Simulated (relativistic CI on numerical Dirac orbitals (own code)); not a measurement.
Method of calculation: Dirac equation for one electron, model QED (radiative potential, 1s self-energy scaled to tabulated hydrogen-like ionisation energies) (own radial code, finite nucleus).

Configurations in the expansion: 1s, 2s, 2p, 3s, 3p, 3d, 4s, 4p, 4d, 4f, 5s, 5p, 5d, 5f, 5g, 6s, 6p, 6d. Levels of other configurations are missing.

Outline of the computed level scheme of Sn L. Lowest level of each configuration: 1s 2S_1/2 at 0.0 eV; 2p 2P°_1/2 at 26308.3 eV; 2s 2S_1/2 at 26313.8 eV; 3p 2P°_1/2 at 31278.7 eV; 3s 2S_1/2 at 31280.4 eV; 3d 2D_3/2 at 31370.4 eV; 4p 2P°_1/2 at 33005.5 eV; 4s 2S_1/2 at 33006.2 eV; 4d 2D_3/2 at 33044.1 eV.

Some strong electric-dipole decays among the lowest 14 levels: 2p 2P°_1/2 → 1s 2S_1/2 (4.0e+15 s⁻¹); 2p 2P°_3/2 → 1s 2S_1/2 (3.8e+15 s⁻¹); 3p 2P°_3/2 → 1s 2S_1/2 (1.0e+15 s⁻¹); 3p 2P°_1/2 → 1s 2S_1/2 (1.0e+15 s⁻¹); 4p 2P°_3/2 → 1s 2S_1/2 (4.2e+14 s⁻¹); 4p 2P°_1/2 → 1s 2S_1/2 (4.1e+14 s⁻¹); 3d 2D_5/2 → 2p 2P°_3/2 (4.0e+14 s⁻¹); 3d 2D_3/2 → 2p 2P°_1/2 (3.6e+14 s⁻¹).
